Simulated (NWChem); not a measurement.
System: NH2SeF; SMILES N[Se]F

```xyz
5

Se     0.4010     0.0147     0.0000
F     -0.6402    -1.4426     0.0000
N     -0.7576     1.3481     0.0000
H     -1.2846     1.5240     0.8503
H     -1.2846     1.5240    -0.8503
```
Atoms are numbered in this order, from 1.

Results from NWChem. Structure relaxed at the PBE0/def2-SVP level. Ions are spin-unrestricted doublets at the neutral geometry; other ion states weren't tried.

Problem. Estimate the computed values for CAM-B3LYP/def2-SVP. Quantities: vertical ionisation energy, ΔSCF (eV); −ε(HOMO) (eV).

Solution. 
```json
{
 "vertical ionisation energy, ΔSCF (eV)": "9.24",
 "−ε(HOMO) (eV)": "7.78"
}
```
